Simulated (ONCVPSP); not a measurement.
# cerium (Ce): excitation energies, all-electron against ONCV

Ce, optimised norm-conserving Vanderbilt (ONCV), made with ONCVPSP 4.0.1 (PBEsol, scalar-relativistic). Core [Kr] 4d10, reference 4f1 5s2 5p6 5d1 6s2. Waves: 5s+6s: rc 2.80 bohr, ncon 4, nbas 8, qcut 5.5 1/bohr, 2 projectors; 5p: rc 2.40 bohr, ncon 4, nbas 7, qcut 7 1/bohr, 2 projectors, debl 0.6 Ha; 5d: rc 3.20 bohr, ncon 5, nbas 10, qcut 4.8 1/bohr, 2 projectors, debl 0.5 Ha; 4f: rc 0.90 bohr, ncon 5, nbas 9, qcut 13.5 1/bohr, 3 projectors, debl 3.5 Ha. Local part: polynomial inside 0.70 bohr (lpopt 3, dvloc0 0 Ha). Core correction: Teter function, fcfact 2.75, rcfact 1.05.

In the p channel the program set the typed energies aside and used -0.854, 0.250 Ha.

Energies are relative to the spin-unpolarised reference configuration 4f1 5s2 5p6 5d1 6s2; without spin polarisation the order of configurations can differ from experiment.

```csv
valence configuration,charge,ΔE all-electron (eV),error AE − PS (meV)
4f1 5s2 5p6 5d1 6s1,+1,6.103,-1.8
4f1 5s2 5p6 5d1 6s0,+2,17.141,-7.0
```

What are ΔE and the potential's error for 4f1 5s2 5p6 5d0 6s0?

ΔE = 36.278 eV all-electron; the error (AE − PS) is -3.6 meV.

What are ΔE and the potential's error for 4f1 5s2 5p6 5d1 6s0 6p1?

ΔE = 9.177 eV all-electron; the error (AE − PS) is -4.1 meV.

Note: ghosts flagged at negative energy: s at -430.8 eV, p at -205.0 eV; GHOST(+) flagged for d at 10.1 eV, s at 74.1 eV, f at 167.7 eV. A true bound ghost makes a file unfit for plane-wave use.
